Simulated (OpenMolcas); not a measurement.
Ti3+ (d1) among equal point charges was computed by CASSCF with the d shell active (OpenMolcas, ANO-RCC-VDZP on the metal). Its lowest spin-free states, and all those of the highest spin:

```tsv
2S+1	Degeneracy	E (cm-1)
2	2	0.0
2	1	3750
2	2	8731
```

**Question.** Is the site octahedral, tetrahedral or cube-like, axial, or of lower symmetry?

**Answer.** The states with 2S+1 = 2 have orbital degeneracies 2, 1, 2. There are pairs but no triples, so the site is axial: not cubic, but with a proper or improper axis of order three or more. The run had Ti3+ among 6 point charges of -2.2 e arranged as a trigonal antiprism (D3d), 2.1 Å from the ion, with a polar angle of 50.4° against the regular 54.74°.

An orbital doublet at a regular site is open to a Jahn-Teller distortion, which this geometry leaves out. Point charges carry no covalency, so the field is a model and not that of real ligands. No measured value stands beside these numbers.
